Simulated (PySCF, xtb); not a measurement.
A geometry optimisation of BH6NSe with r2SCAN-D4/def2-SVP

The starting geometry of this gas-phase singlet was built from a drawn formula by distance geometry and a force field; its bonds are those of `N[BH2-][SeH2+]`.

```csv
atom,x (Å),y (Å),z (Å)
B,-2.7962,0.5988,0.3396
N,-3.4795,-0.6631,-0.2462
Se,-1.0774,0.0389,1.2657
H,-4.3886,-0.3415,-0.7066
H,-2.9348,-0.9798,-1.0337
H,-2.5585,1.4048,-0.5303
H,-3.5340,1.0860,1.1422
H,-1.0519,1.4305,1.9733
H,-1.8858,-0.5149,2.4407
```

Predict what becomes of its bonds when it is optimised with r2SCAN-D4/def2-SVP.

It falls apart into BH4N + H2Se. Distances that change by over a tenth: B1–N2 (1.55 → 1.39 Å). Contacts that open: B1–Se3 (2.03 → 3.94 Å).

The energy falls by 1.51 eV over 81 steps:

```
step  E − E(last) (eV)
   1             1.511
  10             0.091
  19             0.032
  28             0.018
  37             0.014
  45             0.010
  54             0.007
  63             0.004
  72             0.001
  81             0.000
```

Final geometry (Å):

```yaml
atoms:
  - { symbol: B, position_ang: [-4.2536, 1.2306, -0.3579] }
  - { symbol: N, position_ang: [-4.2056, -0.0729, -0.8412] }
  - { symbol: Se, position_ang: [-0.9318, -0.6498, -1.3410] }
  - { symbol: H, position_ang: [-3.8180, -0.8518, -0.3194] }
  - { symbol: H, position_ang: [-4.5462, -0.3400, -1.7582] }
  - { symbol: H, position_ang: [-4.7307, 2.0978, -1.0515] }
  - { symbol: H, position_ang: [-3.8099, 1.4621, 0.7439] }
  - { symbol: H, position_ang: [0.4773, -0.9315, -1.0226] }
  - { symbol: H, position_ang: [-1.0203, 0.3319, -0.2525] }
```

From the same start GFN2-xTB reaches the same bonding as this run.

No frequencies were run, so the end isn't proven a minimum. Run with PySCF 2.14.0, 7 min on 2 threads of AMD EPYC 9B14 (Zen 4) (shared host).
